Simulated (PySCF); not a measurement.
# Adding and removing an electron: TeF

PBE; Te cc-pVDZ-PP with ECP28, F cc-pVDZ; scalar-relativistic core potentials (PySCF 2.14). Neutral (UKS): doublet (π ↑), Re = 1.968 Å, ωe = 598 cm⁻¹, De = 3.69 eV, HOMO -5.15 eV, LUMO -5.13 eV.

TeF⁺ (UKS): triplet (π ↑↑), Re = 1.907 Å, ωe = 679 cm⁻¹, De = 3.60 eV to Te⁺ + F. The energies at the minima are -367.72421 hartree for TeF and -367.40265 for TeF⁺.

(1) Work out the adiabatic ionisation energy, without and with harmonic zero-point energies (1 hartree = 27.2114 eV, 1 eV = 8065.5 cm⁻¹), and the change of the bond length.

Spin–orbit coupling is left out, which matters for elements this heavy, above all for dissociation energies. For an ion De counts to the pair picked by the measured ionisation energies or electron affinities, which need not be the lowest pair at this level. States were picked by a PBE0 search and need not be the measured ground states.

Results:

(1) At PBE: 0.32156 hartree = 8.750 eV between the minima; the zero-point term (679.0 − 598.0)/2 cm⁻¹ = +0.005 eV makes it 8.755 eV. Re changes by -6.1 pm against the neutral. The electron leaves a π orbital, and the shorter bond of the ion fits an antibonding orbital, or a change in how ionic the bond is.
